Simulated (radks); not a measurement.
Problem. The gallium ion Ga6+ is in [Ar] 3d(3/2: 4, 5/2: 3). Calculated with a radial shooting solver on a logarithmic mesh with Libxc functionals: Dirac Kohn-Sham, relativistic LDA (MacDonald-Vosko exchange, VWN5 correlation), spin-unpolarised, spherical densities, finite nucleus; Fermi nuclear charge, rms radius of each element as measured or else 0.836 A^(1/3) + 0.57 fm. Sub-shells are occupied by j as written (lower j first in brackets). One electron is removed from 3p1/2, 3d3/2, 3d5/2, 3p3/2 in turn, with full relaxation. Which removal costs least, and what does each cost?

Solution. 3d5/2 144.09 eV; 3d3/2 144.73 eV; 3p3/2 224.61 eV; 3p1/2 228.68 eV. The 3d5/2 electron leaves first.
